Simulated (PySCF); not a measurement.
PySCF input file for C3H7FOSi, SMILES CC(=O)[Si@@H](C)F, TDDFT-PBE/def2-SVPD. The structure is a stationary point at B3LYP-D3(BJ)/def2-SVP. The structure was generated by enumeration; whether it is a known compound was not checked. One conformer was computed; it need not be the lowest.

```python
import numpy as np
from pyscf import gto, scf, dft, tdscf

mol = gto.M(
    atom='''
    C    -2.06422022    0.65781925    0.61700246
    C    -1.11199332   -0.29726687   -0.05924888
    O    -1.48356258   -1.17070062   -0.82334030
    Si    0.79064162   -0.22197505    0.23123108
    C     1.64843467   -0.09124030   -1.41734888
    F     1.13112916    1.08700616    1.15680559
    H    -1.79095103    1.69777022    0.36904123
    H    -3.09987453    0.45047818    0.31047054
    H    -1.96528132    0.56785994    1.71264843
    H     1.19764186   -1.43121413    0.99565936
    H     2.74025148   -0.19490111   -1.32102438
    H     1.43023252    0.87653428   -1.89608228
    H     1.27400949   -0.89219983   -2.07490410
    ''',
    basis='def2-SVPD',
    charge=0,
    spin=0,
    max_memory=1600,
    verbose=4,
)
mf = dft.RKS(mol, xc='pbe').density_fit(auxbasis='def2-universal-jkfit')
mf.grids.level = 3
mf.conv_tol = 1e-9
mf.max_cycle = 100
mf.kernel()
mf.grids = dft.Grids(mol).set(level=1).build(with_non0tab=True)  # coarser grid for the response kernel
td = tdscf.TDDFT(mf)
td.singlet = True
td.nstates = 10
td.conv_tol = 1e-4
td.positive_eig_threshold = 1e-6
td.kernel(x0=td.get_init_guess(mf, 15))
td.analyze()
tt = tdscf.TDA(mf)
tt.singlet = False
tt.nstates = 4
tt.conv_tol = 1e-4
tt.positive_eig_threshold = 1e-6
tt.kernel(x0=tt.get_init_guess(mf, 9))
tt.analyze(verbose=3)
```

Log of the run:

```
PySCF version 2.14.0

[INPUT] verbose = 4
[INPUT] num. atoms = 13
[INPUT] num. electrons = 56
[INPUT] charge = 0
[INPUT] spin (= nelec alpha-beta = 2S) = 0
[INPUT] symmetry False subgroup None
[INPUT] Mole.unit = angstrom
[INPUT] Symbol           X                Y                Z      unit          X                Y                Z       unit  Magmom
[INPUT]  1 C     -2.064220220000   0.657819250000   0.617002460000 AA   -3.900810876589   1.243098221967   1.165965667583 Bohr   0.0
[INPUT]  2 C     -1.111993320000  -0.297266870000  -0.059248880000 AA   -2.101362827146  -0.561752970207  -0.111964156387 Bohr   0.0
[INPUT]  3 O     -1.483562580000  -1.170700620000  -0.823340300000 AA   -2.803526964853  -2.212303545659  -1.555887674317 Bohr   0.0
[INPUT]  4 Si     0.790641620000  -0.221975050000   0.231231080000 AA    1.494096124482  -0.419472050987   0.436963412687 Bohr   0.0
[INPUT]  5 C      1.648434670000  -0.091240300000  -1.417348880000 AA    3.115090060538  -0.172419178523  -2.678401206159 Bohr   0.0
[INPUT]  6 F      1.131129160000   1.087006160000   1.156805590000 AA    2.137524323909   2.054143938115   2.186045744466 Bohr   0.0
[INPUT]  7 H     -1.790951030000   1.697770220000   0.369041230000 AA   -3.384406949208   3.208320738243   0.697386853373 Bohr   0.0
[INPUT]  8 H     -3.099874530000   0.450478180000   0.310470540000 AA   -5.857913882215   0.851280385293   0.586704290346 Bohr   0.0
[INPUT]  9 H     -1.965281320000   0.567859940000   1.712648430000 AA   -3.713843452524   1.073099763712   3.236436480366 Bohr   0.0
[INPUT] 10 H      1.197641860000  -1.431214130000   0.995659360000 AA    2.263215110715  -2.704602731308   1.881523503760 Bohr   0.0
[INPUT] 11 H      2.740251480000  -0.194901110000  -1.321024380000 AA    5.178324809634  -0.368309719274  -2.496374282073 Bohr   0.0
[INPUT] 12 H      1.430232520000   0.876534280000  -1.896082280000 AA    2.702747757247   1.656409727993  -3.583076218841 Bohr   0.0
[INPUT] 13 H      1.274009490000  -0.892199830000  -2.074904100000 AA    2.407529016197  -1.686013327084  -3.921000483737 Bohr   0.0

nuclear repulsion = 299.881268393546
number of shells = 80
number of NR pGTOs = 268
number of NR cGTOs = 186
basis = def2-SVPD
ecp = {}


[settings echo left out]
init E= -582.587680289539
  HOMO = -0.294878676431225  LUMO = -0.14278679994319  gap/eV = 4.13863
cycle= 1 E= -582.179329780201  delta_E= 0.408  |g|= 0.976  |ddm|= 4.55
  HOMO = -0.0603381980895215  LUMO = -0.00802350177903621  gap/eV = 1.42356
cycle= 2 E= -580.778226760627  delta_E=  1.4  |g|= 2.65  |ddm|= 6.28
  HOMO = -0.217104422982392  LUMO = -0.0952354916072182  gap/eV = 3.31622
cycle= 3 E= -582.312542804343  delta_E= -1.53  |g|= 0.538  |ddm|= 5.85
  HOMO = -0.205499492777369  LUMO = -0.0924281752476706  gap/eV = 3.07683
cycle= 4 E= -582.375090501694  delta_E= -0.0625  |g|= 0.144  |ddm|= 0.612
  HOMO = -0.208414851165514  LUMO = -0.0959234910174041  gap/eV = 3.06105
cycle= 5 E= -582.377757774816  delta_E= -0.00267  |g|= 0.0743  |ddm|= 0.196
  HOMO = -0.205783845163795  LUMO = -0.0938054918434861  gap/eV = 3.04709
cycle= 6 E= -582.378792949044  delta_E= -0.00104  |g|= 0.0168  |ddm|= 0.08
  HOMO = -0.205980325380588  LUMO = -0.0936777341165649  gap/eV = 3.05591
cycle= 7 E= -582.378863883621  delta_E= -7.09e-05  |g|= 0.00391  |ddm|= 0.0257
  HOMO = -0.206354716368302  LUMO = -0.0939420601256296  gap/eV = 3.05890
cycle= 8 E= -582.378867566658  delta_E= -3.68e-06  |g|= 0.0011  |ddm|= 0.00648
  HOMO = -0.206367735902748  LUMO = -0.0939466699538181  gap/eV = 3.05913
cycle= 9 E= -582.37886781762  delta_E= -2.51e-07  |g|= 0.000363  |ddm|= 0.00149
  HOMO = -0.20639685319135  LUMO = -0.0939640423122343  gap/eV = 3.05945
cycle= 10 E= -582.378867846627  delta_E= -2.9e-08  |g|= 0.00012  |ddm|= 0.000689
  HOMO = -0.206391633290732  LUMO = -0.0939579281726215  gap/eV = 3.05948
cycle= 11 E= -582.378867850686  delta_E= -4.06e-09  |g|= 2.21e-05  |ddm|= 0.000242
  HOMO = -0.206392053572044  LUMO = -0.0939593290590155  gap/eV = 3.05945
cycle= 12 E= -582.378867850801  delta_E= -1.15e-10  |g|= 6.52e-06  |ddm|= 3.83e-05
  HOMO = -0.206390468905139  LUMO = -0.0939573184193203  gap/eV = 3.05946
Extra cycle  E= -582.378867850783  delta_E= 1.82e-11  |g|= 1.14e-05  |ddm|= 2.45e-05
converged SCF energy = -582.378867850783
tot grids = 49736
Overwritten attributes  positive_eig_threshold  of <class 'pyscf.tdscf.rks.CasidaTDDFT'>


******** <class 'pyscf.tdscf.rks.CasidaTDDFT'> for <class 'pyscf.df.df_jk.DFRKS'> ********
nstates = 10 singlet
deg_eia_thresh = 1.000e-03
wfnsym = None
conv_tol = 0.0001
eigh lindep = 1e-12
eigh level_shift = 0
eigh max_cycle = 100


Excitation energies (eV)
[3.34138826 5.27575666 5.65968462 5.69219064 5.96961662 6.50912556
 6.59267081 6.88902163 7.15574483 7.24432028]

** Singlet excitation energies and oscillator strengths **
Excited State   1:      3.34139 eV    371.06 nm  f=0.0017
      28 -> 29        0.70721
Excited State   2:      5.27576 eV    235.01 nm  f=0.0066
      28 -> 30        0.69506
Excited State   3:      5.65968 eV    219.07 nm  f=0.0180
      27 -> 29       -0.61520
      28 -> 31        0.31078
      28 -> 32        0.10994
Excited State   4:      5.69219 eV    217.81 nm  f=0.0256
      27 -> 29       -0.28902
      28 -> 31       -0.63137
Excited State   5:      5.96962 eV    207.69 nm  f=0.0051
      27 -> 29        0.10593
      28 -> 32        0.69264
Excited State   6:      6.50913 eV    190.48 nm  f=0.0045
      26 -> 29        0.69255
Excited State   7:      6.59267 eV    188.06 nm  f=0.0236
      28 -> 33        0.69976
Excited State   8:      6.88902 eV    179.97 nm  f=0.1318
      28 -> 34       -0.67784
Excited State   9:      7.15574 eV    173.27 nm  f=0.0293
      24 -> 29       -0.11206
      28 -> 35       -0.68229
Excited State  10:      7.24432 eV    171.15 nm  f=0.0066
      24 -> 29       -0.67150
      25 -> 29        0.14997
      28 -> 35        0.11538

** Transition electric dipole moments (AU) **
state          X           Y           Z        Dip. S.      Osc.
  1         0.0093      0.0847     -0.1169      0.0209      0.0017
  2         0.1053     -0.1692     -0.1080      0.0514      0.0066
  3        -0.3483     -0.0155      0.0901      0.1297      0.0180
  4        -0.3900      0.1739      0.0374      0.1837      0.0256
  5        -0.0852      0.1099      0.1258      0.0352      0.0051
  6        -0.0526     -0.0636      0.1459      0.0281      0.0045
  7         0.3695      0.0264     -0.0936      0.1460      0.0236
  8         0.8522     -0.2115      0.0983      0.7807      0.1318
  9        -0.3441     -0.0212      0.2201      0.1673      0.0293
 10         0.1813      0.0612      0.0223      0.0371      0.0066

** Transition velocity dipole moments (imaginary part, AU) **
state          X           Y           Z        Dip. S.      Osc.
  1         0.0009      0.0126     -0.0170      0.0004      0.0024
  2         0.0257     -0.0375     -0.0216      0.0025      0.0087
  3        -0.0737     -0.0021      0.0203      0.0059      0.0188
  4        -0.0837      0.0348      0.0072      0.0083      0.0264
  5        -0.0195      0.0260      0.0296      0.0019      0.0059
  6        -0.0123     -0.0155      0.0358      0.0017      0.0047
  7         0.0876      0.0035     -0.0270      0.0084      0.0232
  8         0.2202     -0.0572      0.0256      0.0524      0.1380
  9        -0.0915     -0.0068      0.0570      0.0117      0.0296
 10         0.0480      0.0162      0.0070      0.0026      0.0065

** Transition magnetic dipole moments (imaginary part, AU) **
state          X           Y           Z
  1        -0.3287     -0.8147     -0.6991
  2        -0.0891      0.0024     -0.2669
  3        -0.1070      0.0728     -0.1462
  4         0.0792      0.0004      0.4637
  5        -0.0864     -0.2674     -0.0166
  6        -0.3745      0.0302     -0.1382
  7         0.0727      0.0294      0.0079
  8        -0.1302     -0.4804     -0.1463
  9        -0.0768     -0.3442      0.0114
 10         0.1602     -0.3558     -0.1807
Overwritten attributes  positive_eig_threshold  of <class 'pyscf.tdscf.rks.TDA'>


******** <class 'pyscf.tdscf.rks.TDA'> for <class 'pyscf.df.df_jk.DFRKS'> ********
nstates = 4 triplet
deg_eia_thresh = 1.000e-03
wfnsym = None
conv_tol = 0.0001
eigh lindep = 1e-12
eigh level_shift = 0
eigh max_cycle = 100


Excitation energies (eV)
[2.67185153 5.05087254 5.24975476 5.58425057]

** Triplet excitation energies and oscillator strengths **
Excited State   1:      2.67185 eV    464.04 nm  f=0.0000
Excited State   2:      5.05087 eV    245.47 nm  f=0.0000
Excited State   3:      5.24975 eV    236.17 nm  f=0.0000
Excited State   4:      5.58425 eV    222.02 nm  f=0.0000
```

The calculation finished and met its thresholds.

Cost: around 80 core-seconds (rough).
